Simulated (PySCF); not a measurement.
ClGeN + 3 HCl → GeCl₄ + NH₃

Level: PBE0 in the def2-TZVP basis family, all electrons, no relativity, computed in PySCF with density fitting; open shells unrestricted.

```csv
species,state and structure,ZPE (kJ/mol),H(298 K) − H(0) (kJ/mol),S° (J/(mol K))
ClGeN,"singlet, C∞v, Ge–Cl 2.103 Å, Ge–N 1.637 Å; Cl–Ge–N 180.0°",10.1,13.3,272.7
HCl,"singlet, C∞v, H–Cl 1.279 Å",17.9,8.7,186.6
GeCl₄,"singlet, Td, Ge–Cl 2.117 Å (×4)",15.2,21.2,348.6
NH₃,"singlet, C3v, N–H 1.013 Å (×3); H–N–H 107.1° (×3)",90.6,10.0,192.4
```

**Question.** Is the gas-phase reaction uphill or downhill in electronic energy at this level, and by how much?

**Answer.** At PBE0/def2-TZVP, ΔE = -711.9 kJ/mol, downhill. 

**Question.** Add zero-point, thermal and entropy terms for 298.15 K and 1 bar.

**Answer.** ΔZPE = 42.0 and Δ[H(298) − H(0)] = -8.2 kJ/mol give ΔH° = -678.1 kJ/mol. ΔS° = -291.5 J/(mol K), so ΔG° = -678.1 − 298.15 × (-0.2915) = -591 kJ/mol. ΔG° would change sign near 2330 K if ΔH° and ΔS° stayed fixed.

The structures come from searches over a few start shapes, so lower isomers are not excluded.
